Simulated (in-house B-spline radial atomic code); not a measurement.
Ar⁷⁺. Computed with a B-spline radial atomic code. Model: all-electron spherical atom, spin shells full or empty, radial basis limit, no spin-orbit coupling: exact exchange with a local potential (Slater, KLI or optimised effective potential, whose far tail is KLI's), no correlation.

Empty minority-spin level lies below the highest occupied level: each spin potential is zero at infinity, spin occupations fixed.

The run also made RPA and GW results, which its time includes.

The Slater potential averages the orbital exchange potentials with the orbital densities as weights, KLI adds orbital constants, and the optimised effective potential minimises the exact-exchange energy among local potentials. So their energies lie above Hartree-Fock in the order OEP, KLI, Slater. All fall off as −1/r, unlike LDA and GGA exchange.

Command:
```bash
python run_gw.py task.json out
```
Settings (lengths in bohr, energies in hartree):
```
Z                      18
electrons              11
configuration          [Ne] 3s1
hamiltonian            nr
method                 kli
lmax                   9
spin_polarised         True
box_radius             8.41
intervals              65
ion_configuration      [He] 2s2 2p6
```

Run time, properties included: 4.3 s on 1 thread of Arm Neoverse N1 (shared host).

Given: hamiltonian non-relativistic; mean-field start exchange-only KLI.

Computed: energy above Hartree-Fock 3.81 millihartree; virial ratio -E/T less 1 0.000295.

| radius (bohr) | r times exchange potential up (hartree bohr) | r times exchange potential down (hartree bohr) |
| --- | --- | --- |
| 0.00278 | -0.040032 | -0.041335 |
| 0.00335 | -0.048195 | -0.049766 |
| 0.00403 | -0.057905 | -0.059795 |
| 0.00486 | -0.069706 | -0.071988 |
| 0.00586 | -0.083831 | -0.086585 |
| 0.00706 | -0.10063 | -0.10395 |
| 0.00851 | -0.12068 | -0.12469 |
| 0.0103 | -0.14499 | -0.14986 |
| 0.0124 | -0.17281 | -0.1787 |
| 0.0149 | ? | ? |
| 0.0179 | -0.24156 | -0.25017 |
| 0.0216 | -0.28407 | -0.29456 |
| 0.0261 | -0.33141 | -0.34426 |
| 0.0314 | -0.3809 | -0.3966 |
| 0.0378 | -0.43168 | -0.45095 |
| 0.0456 | -0.48093 | -0.50475 |
| 0.055 | -0.5235 | -0.55308 |
| 0.0662 | -0.55377 | -0.59059 |
| 0.0798 | -0.56722 | -0.61337 |
| 0.0962 | -0.56175 | -0.61982 |
| 0.116 | -0.54771 | -0.62029 |
| 0.14 | -0.5583 | -0.64634 |
| 0.168 | -0.62679 | -0.72931 |
| 0.203 | -0.74948 | -0.86938 |
| 0.244 | -0.88031 | -1.0232 |
| 0.295 | -0.99473 | -1.1701 |
| 0.355 | -1.0632 | -1.281 |
| 0.428 | -1.0711 | -1.345 |
| 0.516 | -1.0073 | -1.3553 |
| 0.621 | -0.87803 | -1.3207 |
| 0.749 | -0.74721 | -1.259 |
| 0.902 | -0.76162 | -1.19 |
| 1.09 | -0.86637 | -1.1253 |
| 1.31 | ? | ? |
| 1.58 | -0.9815 | -1.0326 |
| 1.9 | -0.99581 | -1.0046 |
| 2.29 | -0.99948 | -0.98771 |

(1) What belongs in the row 0.0149?

(2) What belongs in the row 1.31?

```tsv
occupied	level (hartree)	Hartree-Fock level (hartree)
1s up	-119.92	-123.98
1s down	-120.48	-123.94
2s up	?	?
2s down	-16.969	-17.322
2p up	-13.983	-14.645
2p down	-14.605	-14.615
3s up	-5.2358	-5.2367
```

(3) What belongs in the row 2s up?

| empty | level (hartree) |
| --- | --- |
| 3s down | -5.5152 |
| 3p down | -4.887 |
| 3p up | -4.6169 |
| 3d down | -4.0549 |
| 3d up | ? |
| 4s down | -2.7104 |
| 4s up | -2.642 |
| 4p down | -2.4789 |
| 4p up | -2.4095 |
| 4d down | ? |
| 4d up | -2.0966 |

(4) What belongs in the row 3d up?

(5) What belongs in the row 4d down?

Results:

(1) r times exchange potential up (hartree bohr): -0.20485; r times exchange potential down (hartree bohr): -0.21196.

(2) r times exchange potential up (hartree bohr): -0.94246; r times exchange potential down (hartree bohr): -1.0733.

(3) level (hartree): -16.342; Hartree-Fock level (hartree): -17.394.

(4) level (hartree): -3.742.

(5) level (hartree): -2.1791.

The highest level, 3s up, differs from Hartree-Fock by +0.026 eV and the deepest, 1s down, by +94 eV: a local potential can match the highest level but can't give each shell its own exchange.
